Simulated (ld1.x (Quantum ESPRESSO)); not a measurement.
## I (Z = 53): variants of one TM semilocal potential

Base potential:

- Element: iodine (I)
- Generator: ld1.x (Quantum ESPRESSO) 7.5
- Type: norm-conserving Troullier–Martins (semilocal form)
- Functional: LDA (PZ)
- Relativity: scalar-relativistic
- Frozen core: [Kr] 4d10
- Valence charge: 7
- Reference configuration: 5s1 5p6
- Partial waves: 5s (bound): rc 1.35 bohr; 5p (bound): rc 2.20 bohr
- Local potential: the p channel
- Core correction: Bessel-smoothed model core, default radius (core density twice the valence density)

All-electron outer shells of the reference configuration (LDA (PZ), scalar-relativistic, ld1.x):

| shell | level (eV) | outermost node (bohr) | outermost maximum (bohr) |
| --- | --- | --- | --- |
| 4p | -128.68 | 0.37 | 0.72 |
| 4d | -51.63 | 0.35 | 0.78 |
| 5s | -18.38 | 0.88 | 1.68 |
| 5p | -7.77 | 0.96 | 2.00 |

Cutoffs, loose and tight: the cutoffs (Ry, on a coarse ladder) from which the occupation-weighted sum of valence levels, in a spherical-Bessel basis at the reference potential, stays within 10 and 1 mRy of its value at 400 Ry. They do not see the model core or the augmentation charge, which bear on the density cutoff. Test errors are all-electron minus pseudo excitation energies from the reference, over the configurations 5s2 5p5; 5s2 5p4; 5s2 5p3; 5s1 5p5; 5s2 5p2; 5s2 5p1; 5s2 5p5.3 (two spin-polarised tests are not counted in the largest error). A dash means not determined; rows that change the core or the reference have their own tests.

A true bound ghost makes a file unfit for plane-wave use even where its test errors are small: the radial tests pick states by their node count and pass the ghost by.

In the semilocal form every listed channel keeps its own potential, so the choice of the local channel does not act on these tests. It acts once the file is put into the separable form.

A semilocal file is local in each channel, so a ghost entry of none says nothing of the separable form that plane-wave codes build from it.

The default core radius of the base comes out at 1.43 bohr.

```csv
change,outcome,"cutoff, loose","cutoff, tight",bound ghosts,largest test error (meV)
base,generated,45 Ry,140 Ry,none,-73
functional BLYP,generated,45 Ry,140 Ry,none,-79
wave 5p (bound): rc 2.20 bohr becomes 5p (bound): rc 2.90 bohr,generated,45 Ry,140 Ry,none,-231
core correction Bessel-smoothed model core inside 1.48 bohr,generated,45 Ry,140 Ry,none,-73
```

Question: What comes out with this change to the base: wave 5s (bound): rc 1.35 bohr becomes 5s (bound): rc 1.14 bohr?

Answer: outcome: generated; cutoff, loose: 180 Ry; cutoff, tight: 200 Ry; bound ghosts: s; largest test error (meV): -249.

Question: What comes out with this change to the base: all radii but the core radius scaled by about 0.77 (s 1.04, p 1.70 bohr)?

Answer: outcome: failed: run_pseudo: Errors in PS-KS equation. Cause: the pseudo-atom solver did not find the valence states with the expected number of nodes, which is the usual sign of a ghost state.

Question: What comes out with this change to the base: core [Kr], valence charge 17; reference 4d10 5s2 5p5; waves now 5p (bound): rc 2.10 bohr; 4d (bound): rc 1.45 bohr; 5s (bound): rc 1.35 bohr; local potential the s channel; core correction none?

Answer: outcome: generated; cutoff, loose: 110 Ry; cutoff, tight: 200 Ry; bound ghosts: none; largest test error (meV): +91.
